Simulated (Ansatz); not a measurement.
C2H6Si2, SMILES `C=C[Si][SiH3]` (lower singlet; C–C–Si–Si torsion 151°) (charge 0, multiplicity 1). This singlet lies 0.68 eV below the relaxed triplet at the level B3LYP/cc-pVTZ // PBE0-D3(BJ)/def2-TZVP (Ansatz, a quantum-chemistry and plane-wave program).

These are frozen-core CCSD(T)/cc-pVDZ // PBE0-D3(BJ)/def2-TZVP (Ansatz) values and carry that method's errors.

Ansatz 0.2 input:
```yaml
crystal:
  periodic: [false, false, false]
  atoms:
    - { symbol: C, position_ang: [-2.297227, 0.08386, -0.096488] }
    - { symbol: C, position_ang: [-1.034815, 0.165537, 0.348595] }
    - { symbol: Si, position_ang: [-0.011585, -1.387755, 0.152211] }
    - { symbol: Si, position_ang: [2.075427, -0.229485, -0.043166] }
    - { symbol: H, position_ang: [-2.945937, 0.952301, -0.191986] }
    - { symbol: H, position_ang: [-2.724278, -0.869609, -0.401049] }
    - { symbol: H, position_ang: [-0.663235, 1.141684, 0.65715] }
    - { symbol: H, position_ang: [2.198574, 0.947175, 0.869453] }
    - { symbol: H, position_ang: [2.128921, 0.289085, -1.445823] }
    - { symbol: H, position_ang: [3.274153, -1.092792, 0.151102] }
basis:
  gaussian: { orbitals: cc-pVDZ }
correlation:
  method: ccsd_t
```

Output:

```
Functional definition: HF
888 factors; integrals over basis functions are off by at most 1.1e-3 eV
mean field evaluation 1: about -17875.8651 eV, gradient 2.3e1 eV
mean field evaluation 2: about -17875.9741 eV, gradient 2.3e1 eV
mean field evaluation 4: about -17878.1246 eV, gradient 3.2e0 eV
mean field evaluation 8: about -17878.1745 eV, gradient 2.5e-1 eV
mean field evaluation 16: about -17878.0140 eV, gradient 3.2e0 eV
mean field evaluation 32: about -17873.0537 eV, gradient 5.8e0 eV
mean field -17878.17503181 eV, -657.0108141569 hartree, gradient 9.6e-6 eV, S^2 0.000000; 1 other end points of the search recorded, 0 dependent functions left out; unrestricted orbitals would lower it
12 core orbitals not correlated
reference -17878.17503181 eV, -657.0108141569 hartree; 11, 11 occupied and 71, 71 virtual orbitals, 888 factors
second order -12.21933348 eV of doubles, -0.00000000 eV of singles
cycle   1  -13.32144387 eV  change    -1.1e0 eV  update   1.0e-1
cycle   2  -13.86070126 eV  change   -5.4e-1 eV  update   3.6e-2
cycle   3  -13.93451232 eV  change   -7.4e-2 eV  update   1.4e-2
cycle   4  -13.93219626 eV  change    2.3e-3 eV  update   5.5e-3
cycle   5  -13.93274234 eV  change   -5.5e-4 eV  update   2.1e-3
cycle   6  -13.93262474 eV  change    1.2e-4 eV  update   1.0e-3
cycle   7  -13.93263212 eV  change   -7.4e-6 eV  update   4.7e-4
cycle   8  -13.93278853 eV  change   -1.6e-4 eV  update   2.8e-4
cycle   9  -13.93278738 eV  change    1.1e-6 eV  update   1.7e-4
cycle  10  -13.93273015 eV  change    5.7e-5 eV  update   8.2e-5
cycle  11  -13.93276439 eV  change   -3.4e-5 eV  update   3.3e-5
cycle  12  -13.93275867 eV  change    5.7e-6 eV  update   1.3e-5
perturbative correction -0.50233125 eV, -0.0184603328 hartree
Total energy: -17892.61012173 eV, -657.5412939269 hartree
```
